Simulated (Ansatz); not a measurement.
Computed with Ansatz on PBE0-D4/def2-TZVP structures; ΔE is electronic, products minus reactants. CCSD(T)/CBS is the MP2 limit (def2-TZVPP, def2-QZVPP) plus CCSD(T) − MP2 in def2-TZVPP, frozen cores. DFT in def2-TZVPP. One conformer a species, not always the lowest.

Reaction (isomerisation): `N[SiH]1C[SiH2]1` → `N=C([SiH3])[SiH3]`

Task: Is it downhill or uphill in electronic energy at CCSD(T)/CBS, and by how much? (An estimate is asked.)

Result: Ansatz gave: Uphill: ΔE = +97.5 kJ/mol.

Task: What do these levels give: BLYP-D4, r2SCAN-D4, CAM-B3LYP-D4, BLYP, BHLYP, MP2/def2-SVP, CCSD/def2-SVP, CCSD(T)/def2-SVP, HF/def2-QZVPP, HF/CBS(def2), MP2/CBS(def2), CCSD/CBS(def2)? (Estimate.)

Result: The calculation gave: BLYP-D4 72.6, r2SCAN-D4 113.1, CAM-B3LYP-D4 91.9, BLYP 73.2, BHLYP 91.3, MP2/def2-SVP 73.6, CCSD/def2-SVP 59.7, CCSD(T)/def2-SVP 56.4, HF/def2-QZVPP 64.2, HF/CBS(def2) 64.1, MP2/CBS(def2) 112.7, CCSD/CBS(def2) 98.0 kJ/mol.

Largest T1 diagnostic among the species: 0.013.

In def2-TZVPP, CCSD(T) changes the Hartree–Fock value by +25.0 kJ/mol (the triples alone add −0.4 kJ/mol) and MP2 by +40.1 kJ/mol. At CCSD(T), def2-SVP lies −41.2 kJ/mol from the extrapolated value and def2-TZVPP −8.2 kJ/mol. From r2SCAN to r2SCAN0 (25 % exact exchange), in def2-TZVPP and without D4, ΔE moves by +7.6 kJ/mol.
